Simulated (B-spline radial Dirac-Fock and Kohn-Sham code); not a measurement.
## Ionisation of each subshell: Cd²⁺

System: the Cd²⁺ ion, configuration [Kr] 4d9 5p1 (not the ground configuration); nuclear rms radius 4.6087 fm (A = 114).

Input of the calculation (task.json; shells as n, l, electrons):

```json
{"items": [{
  "Z": 48,
  "q": 2,
  "cfg": [[1, 0, 2], [2, 0, 2], [2, 1, 6], [3, 0, 2], [3, 1, 6], [3, 2, 10], [4, 0, 2], [4, 1, 6], [4, 2, 9], [5, 1, 1]],
  "A": 114,
  "rrms": 4.6087,
  "do": ["binding"]
}]}
```

Command: `python xray_run.py task.json out`

Level of theory: Dirac-Fock energy differences between relaxed states, corrected for Breit and QED terms; a radial atomic solver. Correlation energy is missing from these numbers. Energies are counted from the vacuum level. Subshells whose hole state is unreliable or did not converge are left out.

All terms are in eV, carry their sign (relaxation lowers the binding energy) and add up to the binding energy; ⟨r⟩ is the mean radius of the orbital in the initial state.

```csv
subshell,−ε (Koopmans),relaxation,Breit,QED,binding energy,⟨r⟩ (bohr)
K,26893.6,-63.27,-55.79,-28.20,26746.4,0.030
L1,4102.7,-33.45,-5.04,-3.44,4060.8,0.131
L2,3809.4,-36.73,-8.56,0.28,3764.3,0.111
L3,3616.0,-35.68,-5.65,-0.10,3574.5,0.116
M1,824.1,-13.66,-0.68,-0.68,809.1,0.356
M2,705.4,-14.06,-1.25,0.05,690.1,0.348
M3,669.7,-13.64,-0.72,-0.02,655.4,0.359
M4,461.7,-14.88,-0.34,0.06,446.5,0.332
N1,154.6,-3.77,-0.10,-0.13,150.6,0.882
N2,114.2,-3.40,-0.17,0.01,?,0.939
N3,108.1,-3.20,-0.08,0.00,104.8,0.966
"N4,5",44.51,-2.25,0.01,0.01,42.28,1.204
"O2,3",19.29,-0.05,-0.01,0.00,19.22,3.033
```

Q: Which binding energy belongs in the row of N2?

A: 110.7 eV, the sum of the terms in that row (to rounding).

For the deepest level, K (1s), the Breit terms make up -0.209 % of the binding energy, QED -0.105 % and orbital relaxation -0.237 %.

Spin-orbit splittings: 2p 189.8 eV, 3p 34.73 eV, 4p 5.89 eV.
